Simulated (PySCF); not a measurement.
Vertical excitations of a molecule C₂H₇FSi₃ from TDDFT-M06-2X/def2-SVPD (PySCF), as energy in eV (oscillator strength): 5.21 (0.002), 5.58 (0.001), 5.70 (0.035), 6.23 (0.022), 6.40 (0.045), 6.55 (0.256), 6.71 (0.045), 6.75 (0.046), 6.91 (0.079), 6.96 (0.111). Lowest triplet (TDA): 4.43 eV. Geometry: PBE0-D3(BJ)/def2-SVP. One conformer was computed; it need not be the lowest.

**Question.** Which structure fits?
A) FC=C1[SiH2][SiH2][SiH2]1
B) F[SiH]1[SiH2]C=C[SiH2]1
C) F[SiH2][Si@H]1C=C[SiH2]1
D) C#C[Si@H](F)[SiH2][SiH3]

**Answer.** C, F[SiH2][Si@H]1C=C[SiH2]1
